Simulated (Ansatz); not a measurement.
CHF2, doublet, at a GFN2-xTB geometry; R2SCAN/STO-3G (Ansatz, a program for electronic structure).

The Ansatz input:
Ansatz 0.2 input:
```yaml
crystal:
  periodic: [false, false, false]
  atoms:
    - {symbol: C, position_ang: [0.06401414, -0.00053804, 0.50038755]}
    - {symbol: F, position_ang: [-0.08071573, 1.09566547, -0.23113025]}
    - {symbol: F, position_ang: [-0.06029074, -1.09592016, -0.23609971]}
    - {symbol: H, position_ang: [0.88497342, 0.00552047, 1.20274435]}
basis:
  gaussian:
    orbitals: STO-3G
    point_charges:
      - {charge: 1.0, position_ang: [-1.6060, -1.2707, 3.9421]}
hamiltonian:
  xc: r2scan
magnetization: {spin_polarized: true, initial_magnetization: 1}
```

Question: Predict the main parts of the log of this Ansatz run.

Answer: 
```
Functional definition: r2SCAN
229 factors; integrals over basis functions are off by at most 1.9e-5 eV
mean field evaluation 1: about -6391.1744 eV, gradient 4.9e0 eV
mean field evaluation 2: about -6391.3794 eV, gradient 1.9e0 eV
mean field evaluation 4: about -6391.4079 eV, gradient 2.3e-1 eV
mean field evaluation 8: about -6391.3420 eV, gradient 5.1e-2 eV
mean field -6391.34204447 eV, -234.8774879269 hartree, gradient 8.4e-5 eV, S^2 0.750874; 0 other end points of the search recorded, 0 dependent functions left out
reference -6391.34204700 eV, -234.8774880199 hartree; 13, 12 occupied and 3, 4 virtual orbitals, 229 factors
Total energy: -6391.34204700 eV, -234.8774880199 hartree
```
